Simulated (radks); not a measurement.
Results of a calculation; reference values are marked as such.
Numerical settings for neutral gold, [Xe] 4f14 5d10 6s1. Code: a radial shooting solver on a logarithmic mesh with Libxc functionals. Model: non-relativistic Kohn-Sham, TPSS, spin-unpolarised, spherical densities, point nucleus; meta-GGA in the generalised Kohn-Sham scheme; relativity is left out, which matters for an element this heavy. The defaults (mesh step 0.008 in ln r, mesh end at 40 bohr or more with all orbitals vanishing there, Anderson mixing 0.5 over 9 steps, residual threshold near 1e-9 with the energy settled to 1e-9 hartree or 1e-11 of itself, here a cap of 66 iterations) give E = -17868.857 hartree and 6s at -3.900 eV in 12 iterations. Times are rough (one thread of a shared host). Changes against that run (0 stands for a change within the tolerance of the run):

setting                     iterations  converged  E (mhartree)  e(6s) (meV)  CPU (s)
mesh step in ln r 0.08               4         no      diverged            -     0.03
mesh step in ln r 0.03              12        yes        -0.002            0     0.06
mesh step in ln r 0.003             12        yes             0            0     0.44
mesh end (bohr) 12                  12        yes       +0.0608        +6.76     0.17
mesh end (bohr) 20                  12        yes             0     +0.00297     0.17
residual threshold 0.01              9        yes      +0.00107        +2.83     0.15
residual threshold 0.1               9        yes      +0.00107        +2.83     0.15
mixing 1                            10        yes             0            0     0.16
linear mixing, mixing 0.05          66         no        +0.285         -138     0.73
linear mixing, mixing 0.8           66         no     +4.47e+05    +2.52e+03      1.6
mixing history 20                   12        yes             0            0     0.18
iteration cap 3                      3         no         +35.8         -437     0.05

No run marked as converged misses the energy by more than 1 mhartree. A mesh that ends early acts as a hard wall.
